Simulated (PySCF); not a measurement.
HO4S, SMILES S(=O)([O-])(=O)O, charge -1. Geometry optimised at PBE-D3(BJ)/def2-SVPD. Other conformers were not sampled.

Method: PBE-D3(BJ)/def2-SVPD in PySCF.

Harmonic wavenumbers (cm⁻¹): 91, 339, 339, 482, 487, 496, 635, 947, 1037, 1172, 1187, 3706. Rotational constants (GHz): 4.960, 4.656, 4.650; symmetry number 1.

Work out the zero-point energy and the ideal-gas rigid-rotor harmonic-oscillator thermochemistry at 298.15 K and 1 atm.

ZPE = ½ Σ hcν = ½ × 10919 cm⁻¹ = 65.31 kJ/mol. H − E(el) = 81.66 kJ/mol. Entropy in J/(mol K): translation 165.81, rotation 106.72, vibration 36.83, total 309.36. G − E(el) = -10.57 kJ/mol. Cp = 79.91 J/(mol K). Modes under 150 cm⁻¹ make the vibrational entropy uncertain.
